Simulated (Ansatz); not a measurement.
Computed with frozen-core CCSD(T)/def2-TZVPP // TPSS-D3(BJ)/def2-SVP (Ansatz, a first-principles code).

Ansatz 0.2 input:
```yaml
crystal:
  periodic: [false, false, false]
  atoms:
    - { symbol: Zn, position_ang: [0.0, 0.0, 0.0] }
    - { symbol: F, position_ang: [1.12014, 0.70744, -1.120101] }
    - { symbol: F, position_ang: [-1.12014, -0.70744, 1.120101] }
basis:
  gaussian: { orbitals: def2-TZVPP }
correlation:
  method: ccsd_t
```

Output:

```
Functional definition: HF
873 factors; integrals over basis functions are off by at most 9.6e-4 eV
mean field evaluation 1: about -53789.0064 eV, gradient 4.4e1 eV
mean field evaluation 2: about -53789.1838 eV, gradient 4.4e1 eV
mean field evaluation 4: about -53792.2332 eV, gradient 3.7e0 eV
mean field evaluation 8: about -53792.2669 eV, gradient 6.2e-1 eV
mean field evaluation 16: about -53789.0064 eV, gradient 4.4e1 eV
mean field -53792.26765009 eV, -1976.8293744321 hartree, gradient 2.8e-6 eV, S^2 0.000000; 0 other end points of the search recorded, 0 dependent functions left out
7 core orbitals not correlated
reference -53792.26765009 eV, -1976.8293744321 hartree; 17, 17 occupied and 102, 102 virtual orbitals, 873 factors
second order -36.30158488 eV of doubles, -0.00000000 eV of singles
cycle   1  -32.63366175 eV  change     3.7e0 eV  update   1.6e-1
cycle   2  -33.86464925 eV  change    -1.2e0 eV  update   7.1e-2
cycle   3  -34.06427530 eV  change   -2.0e-1 eV  update   2.6e-2
cycle   4  -34.02327447 eV  change    4.1e-2 eV  update   1.2e-2
cycle   5  -33.99516859 eV  change    2.8e-2 eV  update   3.9e-3
cycle   6  -34.00053963 eV  change   -5.4e-3 eV  update   1.6e-3
cycle   7  -34.00126857 eV  change   -7.3e-4 eV  update   6.4e-4
cycle   8  -34.00069737 eV  change    5.7e-4 eV  update   2.1e-4
cycle   9  -34.00089845 eV  change   -2.0e-4 eV  update   6.4e-5
cycle  10  -34.00099306 eV  change   -9.5e-5 eV  update   1.8e-5
cycle  11  -34.00093965 eV  change    5.3e-5 eV  update   6.9e-6
cycle  12  -34.00093763 eV  change    2.0e-6 eV  update   2.7e-6
perturbative correction -0.82503267 eV, -0.0303193912 hartree
Total energy: -53827.09362039 eV, -1978.1092052348 hartree
```

Cost: about 13 core-seconds (a rough figure).
